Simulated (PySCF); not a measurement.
## Running PySCF for GeF

File input.py (PySCF 2.14):

```python
from pyscf import gto, dft

mol = gto.M(
    atom='Ge 0 0 0; F 0 0 2.041',
    basis='6-31g*',
    charge=0,
    spin=1,
    verbose=4,
)
mf = dft.ROKS(mol, xc='o3lyp')
mf.kernel()
mf.analyze()
print('orbital energies (hartree):', mf.mo_energy[..., max(0, mol.nelec[1]-3):mol.nelec[0]+3].round(4))
```

```bash
$ python input.py
```

Output (some set-up lines and the per-cycle HOMO/LUMO lines with their warnings removed):

```
PySCF version 2.14.0

[INPUT] verbose = 4
[INPUT] num. atoms = 2
[INPUT] num. electrons = 41
[INPUT] charge = 0
[INPUT] spin (= nelec alpha-beta = 2S) = 1
[INPUT] symmetry False subgroup None
[INPUT] Mole.unit = angstrom
[INPUT] Symbol           X                Y                Z      unit          X                Y                Z       unit  Magmom
[INPUT]  1 Ge     0.000000000000   0.000000000000   0.000000000000 AA    0.000000000000   0.000000000000   0.000000000000 Bohr   0.0
[INPUT]  2 F      0.000000000000   0.000000000000   2.041000000000 AA    0.000000000000   0.000000000000   3.856931020237 Bohr   0.0

nuclear repulsion = 74.6707676359432
number of shells = 18
number of NR pGTOs = 122
number of NR cGTOs = 46
basis = 6-31g*
ecp = {}

******** <class 'pyscf.dft.roks.ROKS'> ********
method = ROKS
initial guess = minao
damping factor = 0
level_shift factor = 0
DIIS = <class 'pyscf.scf.diis.CDIIS'>
diis_start_cycle = 1
diis_space = 8
diis_damp = 0
SCF conv_tol = 1e-09
SCF conv_tol_grad = None
SCF max_cycles = 50
direct_scf = True
direct_scf_tol = 1e-13
num. doubly occ = 20  num. singly occ = 1
XC library pyscf.dft.libxc version 7.0.0
    S. Lehtola, C. Steigemann, M. J.T. Oliveira, and M. A.L. Marques.,  SoftwareX 7, 1–5 (2018)
XC functionals = o3lyp
    W.-M. Hoe, A. J. Cohen, and N. C. Handy.,  Chem. Phys. Lett. 341, 319–328 (2001)
    A. J. Cohen and N. C. Handy.,  Mol. Phys. 99, 607 (2001)
radial grids:
    Treutler-Ahlrichs [JCP 102, 346 (1995); DOI:10.1063/1.469408] (M4) radial grids

becke partition: Becke, JCP 88, 2547 (1988); DOI:10.1063/1.454033
pruning grids: <function nwchem_prune>
grids dens level: 3
symmetrized grids: False
atomic radii adjust function: <function treutler_atomic_radii_adjust>
small_rho_cutoff = 0
Set gradient conv threshold to 3.16228e-05
tot grids = 34904
init E= -2176.1649341552

cycle= 1 E= -2176.78205210565  delta_E= -0.617  |g|= 0.827  |ddm|= 0.928

cycle= 2 E= -2171.18118605833  delta_E=  5.6  |g|= 3.67  |ddm|= 2.34

cycle= 3 E= -2175.07859049228  delta_E= -3.9  |g|= 1.05  |ddm|= 3.75
cycle= 4 E= -2176.91478713574  delta_E= -1.84  |g|= 0.219  |ddm|= 3.03
cycle= 5 E= -2176.92692585096  delta_E= -0.0121  |g|= 0.133  |ddm|= 0.155
cycle= 6 E= -2176.92918865422  delta_E= -0.00226  |g|= 0.0659  |ddm|= 0.0531
cycle= 7 E= -2176.9293273013  delta_E= -0.000139  |g|= 0.0574  |ddm|= 0.00993
cycle= 8 E= -2176.92992455101  delta_E= -0.000597  |g|= 0.0327  |ddm|= 0.018
cycle= 9 E= -2176.93017719558  delta_E= -0.000253  |g|= 0.00567  |ddm|= 0.0164
cycle= 10 E= -2176.93018529337  delta_E= -8.1e-06  |g|= 0.000134  |ddm|= 0.00344
cycle= 11 E= -2176.93018529751  delta_E= -4.13e-09  |g|= 1.62e-05  |ddm|= 0.00014
cycle= 12 E= -2176.93018529756  delta_E= -5.05e-11  |g|= 7.93e-07  |ddm|= 1.13e-05
Extra cycle  E= -2176.93018529755  delta_E= 2.73e-12  |g|= 2.24e-06  |ddm|= 2.4e-06
converged SCF energy = -2176.93018529755
**** SCF Summaries ****
Total Energy =                       -2176.930185297554090
Nuclear Repulsion Energy =              74.670767635943164
One-electron Energy =                -3182.814406034256535
Two-electron Energy =                  931.213453100759239
Two-electron Coulomb Energy =         1021.101552571545881
DFT Exchange-Correlation Energy =      -89.888099470786671
**** MO energy ****
                Roothaan           | alpha              | beta
[10 lines left out]
MO #11  energy= -1.22487351510354  | -1.22539707108632  | -1.22434995912076  occ= 2
MO #12  energy= -1.22318397413804  | -1.22359436300417  | -1.22277358527191  occ= 2
MO #13  energy= -1.21923062378612  | -1.22112449038966  | -1.2173367571826   occ= 2
MO #14  energy= -1.2136035552143   | -1.21574133741399  | -1.21146577301458  occ= 2
MO #15  energy= -1.21343522038449  | -1.21530046889203  | -1.21156997187405  occ= 2
MO #16  energy= -1.02906079460935  | -1.03104005736708  | -1.02708153185164  occ= 2
MO #17  energy= -0.46173400937551  | -0.475717989642337 | -0.447750029108661 occ= 2
MO #18  energy= -0.319528839031475 | -0.324862294240654 | -0.314195383822276 occ= 2
MO #19  energy= -0.30925176908109  | -0.310434086445107 | -0.308069451717083 occ= 2
MO #20  energy= -0.305977786687274 | -0.311482926850846 | -0.300472635424939 occ= 2
MO #21  energy= -0.130566692826123 | -0.173412106179418 | -0.0877212885365957 occ= 1
MO #22  energy= -0.125912799091769 | -0.132885358547654 | -0.118940239635908 occ= 0
MO #23  energy= -0.0446981339812362 | -0.0509111466444576 | -0.0384851213179886 occ= 0
MO #24  energy= 0.102968138945206  | 0.101729158637848  | 0.104207119252594  occ= 0
[22 lines left out]
 ** Mulliken pop on meta-lowdin orthogonal AOs  **
 ** Mulliken pop  **
pop of  0 Ge 1s           2.00000
pop of  0 Ge 2s           1.99999
pop of  0 Ge 3s           1.99977
pop of  0 Ge 4s           1.94690
pop of  0 Ge 5s           0.00487
pop of  0 Ge 2px          2.00000
pop of  0 Ge 2py          2.00000
pop of  0 Ge 2pz          2.00000
pop of  0 Ge 3px          1.99991
pop of  0 Ge 3py          1.99996
pop of  0 Ge 3pz          1.99994
pop of  0 Ge 4px          0.13706
[34 lines left out]
 ** Mulliken atomic charges  **
charge of    0Ge =      0.42639
charge of    1F =     -0.42639
Dipole moment(X, Y, Z, Debye): -0.00000, -0.00000, -2.91628
orbital energies (hartree): [-0.3195 -0.3093 -0.306  -0.1306 -0.1259 -0.0447  0.103 ]
```

In short: E(SCF) = -2176.930185 Eh, 12 cycles, μz(SCF) = -2.92 D.

Wall time 3.3 s on one thread of a shared host.

The bond length is a typed value, not an optimised one. No search for the lowest solution was made.
